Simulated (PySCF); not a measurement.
Two species compared at the same levels of theory.

First species: C₃H₇FO₂S.
SMILES: `C[C@H](F)S(C)(=O)=O`

Second species: C5H7O (charge +1).
SMILES: `C/C=C/CC#[O+]`

Levels: PBE0/def2-SVPD for HOMO energy, LUMO energy, HOMO–LUMO gap, static isotropic polarisability and electronic spatial extent ⟨r²⟩ about the centre of nuclear charge; TDDFT PBE0/def2-SVPD for lowest singlet excitation; TDA PBE0/def2-SVPD for lowest triplet excitation (Tamm–Dancoff); GFN2-xTB for rotational constant A and rotational constant C. Geometries: GFN2-xTB. All species are isolated and taken at one optimised geometry, non-relativistic unless stated; the electronic structure was computed with PySCF and density fitting.

Dipoles, sizes and rotational constants follow the conformer. The torsions of the flexible species, by atom-mapped SMILES:
- `[CH3:1][C@H:2]([F:3])[S:4]([CH3:5])(=[O:6])=[O:7]`: C1–C2–S4–C5 161°
- `[CH3:1]/[CH:2]=[CH:3]/[CH2:4][C:5]#[O+:6]`: C2–C3–C4–C5 91°

```csv
property,column X,column Y
HOMO energy,-8.47 eV,-12.85 eV
LUMO energy,0.26 eV,-7.50 eV
HOMO–LUMO gap,8.73 eV,5.35 eV
lowest singlet excitation,7.52 eV,3.99 eV
lowest triplet excitation (Tamm–Dancoff),6.93 eV,3.46 eV
static isotropic polarisability,65.1 au,60.2 au
electronic spatial extent ⟨r²⟩ about the centre of nuclear charge,829 bohr²,683 bohr²
rotational constant A,3.064 GHz,8.152 GHz
rotational constant C,1.648 GHz,1.730 GHz
```

Question: Which column belongs to which species?

Answer: Column X is the first species and column Y the second. The first has 14 atoms and 66 electrons, the second 13 and 44; their charges are 0 and +1, their HOMO energies -8.47 eV and -12.85 eV.

Question: How does each property change from the first species to the second?

Answer: HOMO energy -4.38 eV; LUMO energy -7.76 eV; HOMO–LUMO gap -3.38 eV; lowest singlet excitation -3.53 eV; lowest triplet excitation (Tamm–Dancoff) -3.47 eV; static isotropic polarisability -4.9 au; electronic spatial extent ⟨r²⟩ about the centre of nuclear charge -146 bohr²; rotational constant A +5.088 GHz; rotational constant C +0.082 GHz.

On the first: S1 lies 1.21 eV below the HOMO–LUMO gap; its leading configuration is HOMO→LUMO+1, weight 0.55, beside HOMO→LUMO, weight 0.37. The 6 singlets span 7.52 to 8.48 eV, and their oscillator strengths add up to 0.18.

On the second: S1 lies 1.36 eV below the HOMO–LUMO gap; its leading configuration is HOMO→LUMO, weight 0.97. No computed singlet falls in the visible range (750 to 380 nm, 1.65 to 3.26 eV); S1 lies 0.73 eV above its blue end.
